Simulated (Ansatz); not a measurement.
The same atomization along the group B, Al, In.

Isolated molecules relaxed with PBE0-D4/def2-TZVP in Ansatz; ΔE leaves out vibrations. CCSD(T)/CBS adds triple-zeta CCSD(T) − MP2 to the extrapolated MP2 energy (def2 sets, frozen cores). Small cases extrapolate CCSD(T) itself. No spin–orbit coupling; open shells (•) take unrestricted orbitals. Spin–orbit coupling would lower the free atoms: a little for Al, B, C, Cl; strongly for In. Elements past krypton have def2 core potentials. For In outer-core shells are correlated without core-valence functions, so the limit isn't a true one: a few kJ/mol of doubt a bond, and 10 to 20 or more in all where bonds break to atoms. Each species was taken in one conformer, which may not be the lowest.

Problem. Order these by ΔE at CCSD(T)/CBS, lowest first. (Estimate.)
A. `CB(N)Cl` → C• + Cl• + 5 H• + B• + N•
B. `[CH3][In]([NH2])[Cl]` → C• + Cl• + 5 H• + In• + N•
C. `[CH3][Al]([NH2])[Cl]` → C• + Cl• + 5 H• + Al• + N•

Solution. B (+2899.1 kJ/mol), C (+3191.6 kJ/mol), A (+3431.6 kJ/mol).

Largest T1 diagnostic: 0.018, for Al•.

Extrapolated directly: `CB(N)Cl` → C• + Cl• + 5 H• + B• + N•.

For atomizations the MP2-based limit and the directly extrapolated one differ by several kJ/mol either way, and by 10 to 25 for some Ge, Se and Sn compounds, so smaller differences from it don't rank the levels.
